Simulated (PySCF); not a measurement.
# Excitation energy of O²⁺ by level of theory

O²⁺ [He] 2s2 2p2 (3P) → O²⁺ [He] 2s2 2p1 3s1 (3P), as a difference of total energies. Calculation: PySCF 2.14, in dyall-av3z; scalar relativity by spin-free X2C-1e. Correlated levels: valence: 1s2 frozen; virtual orbitals above 40 to 60 times the deepest correlated orbital energy dropped. The calculations carry no spin-orbit coupling.

```tsv
method	excitation energy (eV)
UHF	33.234
MP2 (valence)	33.253
SCS-MP2 (valence)	33.144
CCSD (valence)	33.060
CCSD(T) (valence)	33.036
```

Q: How much does correlation contribute at CCSD(T) (valence)?

A: 33.036 − (33.234) = -0.198 eV, measured against UHF.

The promoted electron is Rydberg-like, and one or two diffuse shells describe it only roughly, which tends to raise the upper state.
